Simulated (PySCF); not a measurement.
## LaF₃, singlet: data card

Level of theory: PBE/[La def2-TZVP with ECP46, F def2-TZVP], scalar-relativistic core potentials, density fitting, no spin–orbit coupling, PySCF.

The structure is a minimum.

```xyz
4
charge 0 multiplicity 1, angstrom
La    0.0000    0.0000   -0.1374
F     2.0878    0.0000    0.4047
F    -1.0439    1.8081    0.4047
F    -1.0439   -1.8081    0.4047
```

```
Point group                                                                   : C3v
Bond lengths                                                                  : La–F 2.157 Å (×3)
Bond angles                                                                   : F–La–F 113.9° (×3)
Rotational constants                                                          : 0.1239, 0.1239, 0.06786 cm⁻¹
Dipole moment                                                                 : 4.36 D
Heat capacity Cp at 298.15 K                                                  : 72.9 J/(mol K)
Rotational symmetry number                                                    : 3
Enthalpy at 298.15 K above 0 K                                                : 17.20 kJ/mol
Principal quadrupole moments (Buckingham, traceless) about the centre of mass : -8.93, -8.93, 17.86 D Å
Zero-point energy                                                             : 11.2 kJ/mol
Principal polarisabilities                                                    : 25.7, 40.6, 40.6 bohr³
Entropy at 298.15 K and 1 bar                                                 : 326.8 J/(mol K)
Lowest empty level                                                            : -2.84 eV
Highest occupied level                                                        : -8.04 eV
```

Harmonic modes (masses in u: La 138.906, F 18.998):
```
symmetry  ω (cm⁻¹)  IR (km/mol, summed over degenerate members)  μ (u)     type
      a1        77                                         54.5  24.47     bend
       e       131                                         25.6  20.63     bend
       e       510                                          383  22.35  stretch
      a1       522                                         18.4  19.54  stretch
```

In C3v the vibrations span 2a1 + 2e.

Charges (e):
| atom | Mulliken | Löwdin | polar tensor | Mayer order to La1 |
| --- | --- | --- | --- | --- |
| La1 | 1.44 | 1.07 | 2.39 | – |
| F2,3,4 | -0.48 | -0.36 | -0.80 | 0.88 |

Mulliken populations on La1 (electrons outside its core potential): s 2.07, p 6.13, d 1.17, f 0.18.

Outer orbital energies (eV). occupied: -9.05, -8.91, -8.73, -8.73, -8.36, -8.33, -8.04, -8.04; empty: -2.84, -1.40, -1.40, -0.56.

Formally La is in oxidation state +3, with 0 electrons left for the f, d and s shells; the Mulliken f population is 0.18.

Only a few start shapes were tried, so a lower isomer may exist.

The final relaxation and frequency run took 30 s on 4 threads of a shared Arm Neoverse V2 host, with 133 basis functions and 11 gradients; the process peaked at 1.7 GiB. Launch command: `OMP_NUM_THREADS=4 python axn.py task.json out`.
